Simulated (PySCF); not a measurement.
**Correlation energy of F³⁺ (fluorine, charge +3)**

[He] 2s2 2p2, high-spin 3P determinant. Calculation: PySCF 2.14, in def2-TZVP (5s3p2d1f, 31 functions); no relativity, point nucleus. Frozen: 1s2; 4 electrons correlated.

MP2 pair energies summed by pair of shells (mhartree):

```json
{"pair": "2s-2p", "energy": "-45.69", "share (%)": "59.9"}
{"pair": "2s-2s", "energy": "-23.23", "share (%)": "30.5"}
{"pair": "2p-2p", "energy": "-7.31", "share (%)": "9.6"}
```

Total MP2 correlation energy: -76.23 mhartree.

Same-spin part -12.40 and opposite-spin part -63.83 mhartree; SCS-MP2 scales them by 1/3 and 6/5 to -80.73 mhartree.

```
  level  correlation energy (mhartree)
   CCSD                         -98.64
    (T)                          -1.10
CCSD(T)                         -99.74
```

Diagnostics: T1 = 0.0037, D1 = 0.0077, largest double amplitude 0.122.

Cost of the coupled-cluster step: 0.27 s of wall time on 1 thread of Neoverse-V2 (shared host), for 4 correlated electrons.
